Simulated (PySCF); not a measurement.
SMILES [SiH2]([SiH2]CC)C(C)=O (GFN2-xTB optimised geometry):

```
19

C     -2.411    -1.970    -0.195
C     -2.463    -0.936     0.923
Si    -1.528     0.672     0.489
Si     0.670     0.162    -0.019
C      1.604     1.844     0.000
C      3.107     1.844     0.000
O      0.957     2.870     0.000
H     -2.959    -2.870     0.078
H     -2.852    -1.570    -1.106
H     -1.382    -2.252    -0.411
H     -3.506    -0.706     1.145
H     -2.048    -1.375     1.832
H     -2.233     1.293    -0.642
H     -1.659     1.572     1.644
H      0.941    -0.384    -1.359
H      1.421    -0.730     0.881
H      3.461     1.260    -0.846
H      3.506     2.855    -0.050
H      3.454     1.356     0.908
```

Level of theory: PBE0/def2-SVP run with PySCF 2.14.0.

Task: What are the frontier orbital energies and the dipole moment?

Result: HOMO-2 -8.72 eV, HOMO-1 -8.22 eV, HOMO -6.67 eV, LUMO -0.92 eV, LUMO+1 -0.06 eV; dipole moment 2.36 D.

On the same geometry PBE/def2-SVP in PySCF gives HOMO-2 -7.42 eV, HOMO-1 -6.94 eV, HOMO -5.16 eV, LUMO -2.00 eV, LUMO+1 -0.84 eV; dipole moment 2.16 D.

Meta-Löwdin charges at PBE0/def2-SVP: C1 -0.29, C2 -0.39, Si3 0.38, Si4 0.28, C5 0.19, C6 -0.34, O7 -0.38, H8 0.10, H9 0.10, H10 0.09, H11 0.11, H12 0.10, H13 -0.08, H14 -0.08, H15 -0.07, H16 -0.08, H17 0.12, H18 0.12, H19 0.12.
